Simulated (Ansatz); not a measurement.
Consider the ligand exchange at the Si–O bond: `[CH3][AlH][O][SiH2]C` + `S[SiH2][GaH2]` → `C[SiH2]S[SiH2][GaH2]` + `[CH3][AlH][OH]`.

Gas-phase electronic energies from Ansatz, PBE0-D4/def2-TZVP geometries. CCSD(T)/CBS adds triple-zeta CCSD(T) − MP2 to the extrapolated MP2 energy (def2 sets, frozen cores). DFT in def2-TZVPP. B3LYP here is the variant with VWN-RPA as its local correlation; programs differ in this. For Ga outer-core shells are correlated without core-valence functions, which leaves a few kJ/mol of doubt a bond. Scalar relativity is left out up to krypton. Each species was taken in one conformer, which may not be the lowest.

Question: Is it downhill or uphill in electronic energy at CCSD(T)/CBS, and by how much? (Estimate.)

Answer: The calculation gave: Uphill: ΔE = +39.4 kJ/mol.

Question: What do these levels give: PBE0-D4, ωB97M-V, B3LYP, HF/def2-QZVPP, MP2/def2-QZVPP, HF/CBS(def2)? (Best estimate.)

Answer: Computed: PBE0-D4 31.6, ωB97M-V 42.0, B3LYP 60.8, HF/def2-QZVPP 84.9, MP2/def2-QZVPP 35.8, HF/CBS(def2) 85.2 kJ/mol.

Largest T1 diagnostic among the species: 0.013.

In def2-TZVPP, CCSD(T) changes the Hartree–Fock value by −39.3 kJ/mol (the triples alone add −6.9 kJ/mol) and MP2 by −45.4 kJ/mol. The D4 term adds −15.5 kJ/mol with B3LYP and −8.2 kJ/mol with PBE0; it sums over pairs of atoms, weighted by their polarisabilities, and B3LYP, whose exchange is more repulsive, gets the larger term.
